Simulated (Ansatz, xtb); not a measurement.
**Relaxing a trial structure of C3H5AlFN**

The starting geometry of this gas-phase singlet was built from a drawn formula by distance geometry and a force field; its bonds are those of `[CH3][AlH][C@@H](F)C#N`.

```xyz
11

C    -1.8429    1.3163    0.6200
C     0.6722    0.0084   -1.3712
C     0.0069    0.4206   -2.5756
Al    0.0586    1.2443    0.1492
F     0.3229   -1.2558   -1.0510
N    -0.5529    0.7163   -3.5800
H    -2.4336    1.6488   -0.2794
H    -2.0088    2.0567    1.4948
H    -2.2037    0.3159    0.9255
H     1.1640    2.1440    0.9225
H     1.7530    0.1087   -1.5159
```

**Question.** Predict what becomes of its bonds when it is optimised with r2SCAN-D4/def2-SVP.

**Answer.** It keeps its bonds, and is `[CH3][AlH][C@@H](F)C#N`.

The energy falls by 0.23 eV over 34 steps:

| step | E − E(last) (eV) |
| --- | --- |
| 1 | 0.235 |
| 5 | 0.025 |
| 8 | 0.018 |
| 12 | 0.003 |
| 16 | 0.001 |
| 19 | 0.001 |
| 23 | 0.001 |
| 27 | 0.000 |
| 30 | 0.000 |
| 34 | 0.000 |

Final geometry (Å):

```
atom    x (Å)    y (Å)    z (Å)
   C  -1.8085   1.2323   0.6340
   C   0.6514  -0.1094  -1.2249
   C   0.1890   0.4685  -2.4728
  Al   0.0004   1.3982  -0.0458
   F   0.0044  -1.3121  -0.9460
   N  -0.2631   1.0804  -3.3610
   H  -2.4885   1.8831   0.0549
   H  -1.8988   1.5463   1.6876
   H  -2.1880   0.2015   0.5449
   H   0.9962   2.6161   0.1348
   H   1.7411  -0.2807  -1.2668
```

From the same start GFN2-xTB ends elsewhere, differing in Al4–F5 (1.89 against 2.86 Å here).

The end wasn't checked by frequencies. Run with Ansatz 0.2.0, 110 s on 2 threads of Intel(R) Xeon(R) Platinum 8259CL CPU @ 2.50GHz (Skylake/Cascade Lake), with other jobs on the host.
